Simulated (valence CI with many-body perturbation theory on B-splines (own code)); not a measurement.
**Which ion has this spectrum?**

A relativistic CI+MBPT calculation for an atom or ion with 31 electrons gives these levels (cm⁻¹):

| J | Parity | E | g |
| --- | --- | --- | --- |
| 1/2 | odd | 0 | 0.66 |
| 3/2 | odd | 634408 | 1.33 |
| 1/2 | even | 719183 | 2.22 |
| 3/2 | even | 1256385 | 1.66 |
| 5/2 | even | 1319095 | 1.37 |
| 3/2 | even | 1409103 | 0.97 |
| 1/2 | even | 1430393 | 1.22 |
| 3/2 | even | 1841278 | 0.83 |
| 5/2 | even | 1887175 | 1.37 |
| 5/2 | even | 2021379 | 1.25 |
| 1/2 | even | 2064893 | 1.88 |
| 3/2 | even | 2095137 | 1.18 |
| 3/2 | odd | 2133672 | 1.33 |
| 3/2 | odd | 2410082 | 0.50 |

The energies are calculated, and their last digits are not significant.

Q: Which is it?
A. Yb39+
B. Lu40+
C. W43+
D. Er37+

A: B. Lu40+, ground level (4s^2 4p1/2) J=1/2.
